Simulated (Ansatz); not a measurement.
Stepwise reaction of boron trifluoride with hydrogen chloride, as a gas-phase model of exchange steps in deposition or etching. ΔE in kJ/mol; ΔG adds harmonic PBE0-D4 terms to CCSD(T)/CBS, at 1 bar.

Gas-phase electronic energies from Ansatz, PBE0-D4/def2-TZVP geometries. CBS: MP2 limit from def2 TZ/QZ plus the TZ coupled-cluster correction, frozen cores. This one scheme is used for every species. Functionals use def2-TZVPP. B3LYP here is the variant with VWN-RPA as its local correlation; programs differ in this.

| step | reaction | PBE-D4 | B3LYP-D4 | ωB97M-V | CCSD(T)/CBS | ΔG(500 K) |
| --- | --- | --- | --- | --- | --- | --- |
| 1 | `FB(F)F` + HCl → `FB(F)Cl` + H–F | 55.8 | 66.0 | 64.3 | 62.0 | 61.2 |
| 2 | `FB(F)Cl` + HCl → `FB(Cl)Cl` + H–F | 55.2 | 65.0 | 64.2 | 59.4 | 63.4 |

Q: Give the row of step 3, `FB(Cl)Cl` + HCl → `ClB(Cl)Cl` + H–F. (Estimate.)

A: Computed: 
| step | reaction | PBE-D4 | B3LYP-D4 | ωB97M-V | CCSD(T)/CBS | ΔG(500 K) |
| --- | --- | --- | --- | --- | --- | --- |
| 3 | `FB(Cl)Cl` + HCl → `ClB(Cl)Cl` + H–F | 52.1 | 61.6 | 61.4 | 53.7 | 62.6 |

Q: By hand: ΔE of the 3 steps together at CCSD(T)/CBS.

A: (62.0) + (59.4) + (53.7) = 175.1 kJ/mol, or 58.4 kJ/mol a step.

In ΔE each step is lower than the one before. All are uphill at CCSD(T)/CBS. ΔG lies between 61.2 and 63.4 kJ/mol a step. PBE-D4 differs from CCSD(T)/CBS by -6.2 to -1.6 kJ/mol a step. Isolated molecules leave out the surface, adducts and barriers. Largest T1 diagnostic: 0.012.
